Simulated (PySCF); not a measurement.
C2H5FN2Si, SMILES N[Si@@H]1C=N[C@@H]1F.

Geometry: B3LYP-D3(BJ)/def2-SVP. The structure was generated by enumeration; whether it is a known compound was not checked. Other conformers were not sampled.

The numbers are results of PySCF with TDDFT-M06-2X/def2-SVPD, not measurements.

Vertical excitations. Isolated molecule, no solvent.

Computed UV-visible absorptions:
```json
[
 {"state": "S1", "energy (eV)": "3.85", "λ (nm)": "322", "f": "0.000", "main pairs": "HOMO→LUMO 90 %"},
 {"state": "S2", "energy (eV)": "5.35", "λ (nm)": "232", "f": "0.001", "main pairs": "HOMO−1→LUMO 88 %"},
 {"state": "S3", "energy (eV)": "6.65", "λ (nm)": "187", "f": "0.021", "main pairs": "HOMO−1→LUMO+1 60 %"},
 {"state": "S4", "energy (eV)": "6.68", "λ (nm)": "186", "f": "0.017", "main pairs": "HOMO→LUMO+1 65 %"},
 {"state": "S5", "energy (eV)": "6.76", "λ (nm)": "183", "f": "0.001", "main pairs": "HOMO→LUMO+2 80 %"},
 {"state": "S6", "energy (eV)": "7.23", "λ (nm)": "171", "f": "0.004", "main pairs": "HOMO→LUMO+3 79 %"},
 {"state": "S7", "energy (eV)": "7.38", "λ (nm)": "168", "f": "0.045", "main pairs": "HOMO−1→LUMO+2 43 %, HOMO−2→LUMO 30 %"},
 {"state": "S8", "energy (eV)": "7.51", "λ (nm)": "165", "f": "0.034", "main pairs": "HOMO−1→LUMO+2 39 %, HOMO−2→LUMO 36 %, HOMO−1→LUMO+1 7 %"},
 {"state": "S9", "energy (eV)": "7.73", "λ (nm)": "160", "f": "0.031", "main pairs": "HOMO−3→LUMO 39 %, HOMO−1→LUMO+6 19 %, HOMO−1→LUMO+3 17 %"},
 {"state": "S10", "energy (eV)": "7.74", "λ (nm)": "160", "f": "0.023", "main pairs": "HOMO−1→LUMO+3 35 %, HOMO→LUMO+5 26 %, HOMO→LUMO+4 7 %, HOMO−3→LUMO 7 %"},
 {"state": "T1", "energy (eV)": "3.27", "λ (nm)": "380", "f": "0", "main pairs": "HOMO→LUMO 87 %"},
 {"state": "T2", "energy (eV)": "4.95", "λ (nm)": "250", "f": "0", "main pairs": "HOMO−1→LUMO 56 %, HOMO−3→LUMO 18 %, HOMO−2→LUMO 15 %"},
 {"state": "T3", "energy (eV)": "5.41", "λ (nm)": "229", "f": "0", "main pairs": "HOMO−3→LUMO 57 %, HOMO−1→LUMO 29 %"},
 {"state": "T4", "energy (eV)": "6.37", "λ (nm)": "195", "f": "0", "main pairs": "HOMO−1→LUMO+1 50 %, HOMO→LUMO+1 9 %, HOMO−2→LUMO 9 %"}
]
```
Triplets are in the Tamm–Dancoff approximation, which puts them higher than full response would, so one can lie above its singlet here.
